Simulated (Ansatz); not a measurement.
dimethylacetylene (C4H6), singlet, geometry from GFN2-xTB. Base run: HF/pcseg-1 (Ansatz, a quantum-chemistry and plane-wave program).

The Ansatz input:
Ansatz 0.2 input:
```yaml
crystal:
  periodic: [false, false, false]
  atoms:
    - {symbol: C, position_ang: [0.00350171, 0.00681221, 2.04717461]}
    - {symbol: C, position_ang: [0.00102454, 0.00199315, 0.59897157]}
    - {symbol: C, position_ang: [-0.00102454, -0.00199315, -0.59897157]}
    - {symbol: C, position_ang: [-0.00350171, -0.00681221, -2.04717461]}
    - {symbol: H, position_ang: [-0.01660974, 1.03166869, 2.41791685]}
    - {symbol: H, position_ang: [-0.87195983, -0.52171478, 2.42454899]}
    - {symbol: H, position_ang: [0.90099445, -0.48578258, 2.42139677]}
    - {symbol: H, position_ang: [-0.02489300, 1.01555447, -2.42465823]}
    - {symbol: H, position_ang: [0.89271120, -0.50189680, -2.42117830]}
    - {symbol: H, position_ang: [-0.88024308, -0.53782899, -2.41802609]}
basis:
  gaussian:
    orbitals: pcseg-1.json
hamiltonian:
  xc: hf
```
The basis file holds pcseg-1 in the JSON format of the Basis Set Exchange.

The base run was repeated with changes; each row names its change, and settings that it needs were set with it.

```tsv
change	ΔE vs base (eV)
base	0.00
occupation = up:A1:7 B1:2 B2:6 down:A1:7 B1:2 B2:6	31.71
occupation = up:A1:8 A2:1 B1:2 B2:4 down:A1:8 A2:1 B1:2 B2:4	31.42
symmetry_tolerance_ang = 0.01	0.00
occupation = up:A1:7 A2:1 B1:2 B2:5 down:A1:7 A2:1 B1:2 B2:5	0.00
occupation = up:A1:7 A2:1 B1:3 B2:4 down:A1:7 A2:1 B1:3 B2:4	35.48
occupation = up:A1:8 B1:2 B2:5 down:A1:8 B1:2 B2:5	31.44
```
